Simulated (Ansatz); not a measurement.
C3H4BFO, SMILES OB1C=C[C@H]1F.

Coordinates come from a PBE0-D3(BJ)/def2-SVP optimisation. The structure was generated by enumeration; whether it is a known compound was not checked. The values are those of a single conformer.

Two levels are set side by side: PBE/def2-TZVPD (Ansatz, a first-principles code) and PBE0/def2-TZVPD (Ansatz). Energy differences of separate SCF runs at the same geometry; the states with an electron removed or added have multiplicity 2 and 2. Differences are taken from unrounded values.

| quantity | PBE0 |
|---|---|
| vertical ionisation energy (eV) | 10.17 |
| vertical singlet–triplet gap (eV) | 4.26 |

Question: What does PBE give, and how far is it from PBE0? (An estimate is asked for; the answer gives what the named calculation found.)

Answer: 
```json
[
 {"quantity": "vertical ionisation energy (eV)", "PBE": "9.82", "PBE minus PBE0": "-0.35"},
 {"quantity": "vertical singlet–triplet gap (eV)", "PBE": "4.31", "PBE minus PBE0": "0.05"}
]
```
